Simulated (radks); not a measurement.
Valence configurations of Sb3+ (all share [Kr]). Method: scalar-relativistic Kohn-Sham, r2SCAN, spin-polarised, spherical densities, finite nucleus; open shells are filled with parallel spins first (spin-orbit coupling, left out, can overturn this in heavy ions); meta-GGA in the generalised Kohn-Sham scheme; Fermi nuclear charge, rms radius 4.6802 fm; computed with a radial shooting solver on a logarithmic mesh with Libxc functionals. Energies are relative to 4d10 5s2; eigenvalues in eV for spin up.

4d10 5s2: E (eV) 0.000; moment (Bohr magnetons) 0; e(4d) -63.693; e(5s) -39.038
4d10 5s1 5p1: E (eV) 8.626; moment (Bohr magnetons) 2; e(4d) -65.112; e(5p) -30.642; e(5s) -41.246
4d9.5 5s2 5p0.5: E (eV) 17.921; moment (Bohr magnetons) 1; e(4d) -67.464; e(5p) -30.249; e(5s) -41.018
4d9.5 5s1 5p1.5: E (eV) 25.990; moment (Bohr magnetons) 3; e(4d) -68.775; e(5p) -32.038; e(5s) -42.975
4d9 5s2 5p1: E (eV) 36.545; moment (Bohr magnetons) 2; e(4d) -71.200; e(5p) -31.784; e(5s) -42.867
4d9 5s1 5p2: E (eV) 44.147; moment (Bohr magnetons) 4; e(4d) -72.418; e(5p) -33.343; e(5s) -44.612
4d8.5 5s2 5p1.5: E (eV) 55.924; moment (Bohr magnetons) 3; e(4d) -74.910; e(5p) -33.194; e(5s) -44.603
4d8 5s2 5p2: E (eV) 76.076; moment (Bohr magnetons) 4; e(4d) -78.599; e(5p) -34.516; e(5s) -46.253
4d8 5s1 5p3: E (eV) 82.879; moment (Bohr magnetons) 6; e(4d) -79.667; e(5p) -35.758; e(5s) -47.679
4d7 5s2 5p3: E (eV) 118.72; moment (Bohr magnetons) 6; e(4d) -85.934; e(5p) -36.966; e(5s) -49.347

NIST lists [Kr] 4d10 5s2 as the ground configuration; this level of theory agrees among the configurations tried. The energies are those of spherical high-spin densities, not of single terms.
